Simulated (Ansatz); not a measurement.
Molecule: sum formula ZrOCl, charge 0, multiplicity 2. The spin state was set by rule; other spins were not relaxed. 
Structure (B3LYP-D3(BJ)/def2-TZVP (Ansatz, a first-principles code) minimum search):
```xyz
3

Zr     0.4555     0.3010    -0.2035
O     -0.6307     1.3597    -1.0465
Cl    -0.7749    -1.3482     0.9712
```
Charge 0, spin multiplicity 2.

Total electronic energies in hartree. Valence correlation only, unless marked. Open shells are spin-unrestricted. No spin-orbit coupling. Frozen are the shells of the preceding noble gas and the d and f shells that filled before the atom's block. Past Kr the def2 sets carry scalar-relativistic core potentials. Basis-set limits of correlation are two-point, X^-3; Hartree-Fock from the larger set. The bracket is a focal-point correction in the basis named.

| level | program | energy (Eh) |
|---|---|---|
| SVWN5/def2-TZVPD | Ansatz | -580.49984 |
| BLYP-D4/def2-TZVPD | Ansatz + dftd4 | -582.59114 |
| r2SCAN-D3(BJ)/def2-TZVPD | Ansatz + dftd3 | -582.57244 |
| PBE0-D3(BJ)/def2-TZVP | Ansatz + dftd3 | -582.36604 |
| r2SCAN0/def2-TZVPD | Ansatz | -582.50923 |
| B2GP-PLYP-D3(BJ)/def2-TZVPD | Ansatz + dftd3 | -582.18957 |
| RI-MP2/CBS(def2-TZVPP,def2-QZVPP)+[CCSD(T)-MP2]/def2-SVP | Ansatz | -581.6769 |
| RI-MP2/CBS(def2-TZVPPD,def2-QZVPPD)+[CCSD(T)-MP2]/def2-SVPD | Ansatz | -581.6773 |
| RI-MP2/CBS(def2-TZVPPD,def2-QZVPPD)+[CCSD(T)-MP2]/def2-TZVPPD | Ansatz | -581.6878 |

Totals of different functionals don't rank their quality; only differences between species are comparable.
